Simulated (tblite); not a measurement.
Species: C9H7F3.
Geometry (GFN2-xTB, Å), atoms numbered from 1 in this order:
```
atom  x, y, z in Å
F1    -2.369   -1.021    1.644
C2    -2.440   -0.089    0.675
F3    -2.905    1.026    1.259
F4    -3.410   -0.504   -0.165
C5    -1.121    0.097   -0.026
C6    -0.584    1.307   -0.154
C7     0.656    1.601   -0.873
C8     1.846    1.079   -0.600
C9     2.135    0.118    0.468
C10    1.588   -1.084    0.597
C11    0.596   -1.672   -0.307
C12   -0.594   -1.158   -0.590
H13   -1.104    2.170    0.245
H14    0.560    2.366   -1.633
H15    2.715    1.424   -1.148
H16    2.918    0.428    1.151
H17    1.926   -1.746    1.386
H18    0.867   -2.636   -0.720
H19   -1.291   -1.699   -1.217
```

All values are computed: GFN2-xTB (tblite) harmonic vibrations without scaling, gas phase. Against measured fundamentals such values can be off by several per cent, at times by over 20. One conformer, not necessarily the lowest.

Harmonic wavenumbers (cm⁻¹): 25.8, 68.0, 139.8, 173.3, 195.4, 221.1, 254.9, 298.5, 338.9, 367.7, 396.1, 435.4, 511.2, 540.5, 613.5, 619.9, 657.6, 714.3, 750.0, 804.1, 821.6, 857.0, 883.2, 899.2, 913.4, 918.4, 955.4, 1000.1, 1007.4, 1027.0, 1054.9, 1087.2, 1190.7, 1199.9, 1205.9, 1218.2, 1282.4, 1323.7, 1340.0, 1377.3, 1693.8, 1694.4, 1699.3, 1725.1, 3031.9, 3034.2, 3038.3, 3043.2, 3046.9, 3049.3, 3054.6.

A = 1756, B = 674.6, C = 584.4 MHz; mass 172.050 u (most abundant isotopes); point group C1, symmetry number 1.

Question: Zero-point energy?

Answer: ½Σν̃ = 28900 cm⁻¹ = 82.63 kcal/mol.

Question: Entropy at 400 K, 1 bar (ideal gas, RRHO, classical rotation)?

Answer: Translation 42.82, rotation 31.39, vibration 43.71: S = 117.9 cal/(mol K).

Question: And Cp and H(400 K) − H(0)?

Answer: Cp = 54.31 cal/(mol K), of which vibrations give 46.36 (their classical limit is 51 R = 101.3); H(400 K) − H(0) = 12.39 kcal/mol without the zero-point energy, 9.21 from vibrations.

Question: Which modes carry the vibrational entropy at 400 K?

Answer: 25.8 cm⁻¹: 6.71; 68.0 cm⁻¹: 4.79; 139.8 cm⁻¹: 3.37; 173.3 cm⁻¹: 2.96; 195.4 cm⁻¹: 2.73; 221.1 cm⁻¹: 2.49 cal/(mol K); the other 45 give 20.65 together.

Question: How do the functions run with temperature in this model?

Answer: 
| T (K) | S (cal/(mol K)) | Cp (cal/(mol K)) | H − H(0) (kcal/mol) | G − H(0) (kcal/mol) | ln q(vib) |
| --- | --- | --- | --- | --- | --- |
| 150 | 81.1 | 24.9 | 2.39 | -9.77 | 3.34 |
| 250 | 96.6 | 37.2 | 5.49 | -18.66 | 6.10 |
| 298.15 | 103.7 | 43.0 | 7.42 | -23.49 | 7.47 |
| 600 | 143.2 | 70.3 | 24.98 | -60.95 | 16.15 |
| 900 | 174.6 | 84.1 | 48.34 | -108.80 | 24.25 |

q(vib) and H(0) count from the zero-point level.

Question: What must be added to the electronic energy to get the Gibbs energy at 400 K and 1 bar?

Answer: ZPE + [H(400 K) − H(0)] − T·S = 82.63 + 12.39 − 47.17 = 47.85 kcal/mol.

Hindered rotation and anharmonicity are outside this model. Other conformers, if any are populated, would add a mixing term that is left out. The structure is chiral; the term R ln 2 for an equal mix with its mirror image is left out.

The run took 0.86 s of wall time on Arm Neoverse V1, one thread, no GPU, shared host with 32 logical CPUs at a one-minute load of 21. This covers the Hessian and the dipole derivatives.
